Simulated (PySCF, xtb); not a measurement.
4-ethenyl-2,3-dihydroazete (C₅H₇N), SMILES C=CC1=NCC1.

GFN2-xTB (xtb) at its own geometry gives an orbital gap of 2.62 eV and a dipole moment of 2.23 D.

Geometry: PBE-D3(BJ)/def2-SVP. Other conformers were not sampled.

What does HF/def2-TZVP (PySCF) give? (Estimate from the structure and the level; the computed values follow.)

gap 11.71 eV (levels -9.39 and 2.32 eV), dipole 2.22 D.
